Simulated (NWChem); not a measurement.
# Correlation energy of CH$_{3}$S

```
C
H 1 1.0895
H 1 1.0902 2 120.88
S 1 1.7219 2 121.85 3 169.31
H 4 1.3501 1 98.03 2 10.91
```
Charge 0, spin multiplicity 2.

All runs are NWChem calculations. The geometry was optimised at UPBE0/def2-SVP, a minimum by its harmonic frequencies. It is one conformer; others weren't searched.

Basis set: def2-TZVP. Each correlation energy counts from its own Hartree-Fock reference.

The correlated methods keep 6 core orbitals frozen. The structure started from a generated list of species. No SCF solution was tested for a lower state. Open-shell Hartree-Fock references start from PBE0 orbitals. Coupled-cluster values serve here as a point of comparison, not as the truth.

```tsv
method	correlation energy (mHa)
SCS-UMP2	(withheld)
CCSD on ROHF	(withheld)
UMP2	-316.8
CCSD(T) on ROHF	(withheld)
CCSD[T] on ROHF	-374.8
```

Question: Complete the blanks.

Answer: 
- SCS-UMP2, correlation energy (mHa): -317.7
- CCSD on ROHF, correlation energy (mHa): -359.4
- CCSD(T) on ROHF, correlation energy (mHa): -374.3
